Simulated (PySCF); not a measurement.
Cl₂GeH, SMILES [Cl][GeH][Cl], multiplicity 2. Coordinates come from a PBE-D3(BJ)/def2-TZVP optimisation. The isomer is the one that the SMILES or the coordinates give; other isomers of the formula were not compared.

Computed equilibrium geometry at PBE-D3(BJ)/def2-TZVP (PySCF confirms it by a frequency run) as Cartesian coordinates in Å, and its point group:
point group Cs.
```xyz
4

Cl     0.0249    -0.6399     1.7634
Ge    -0.0656     0.6332     0.0000
Cl     0.0249    -0.6399    -1.7634
H      1.2519     1.4953     0.0000
```
Charge 0, spin multiplicity 2.
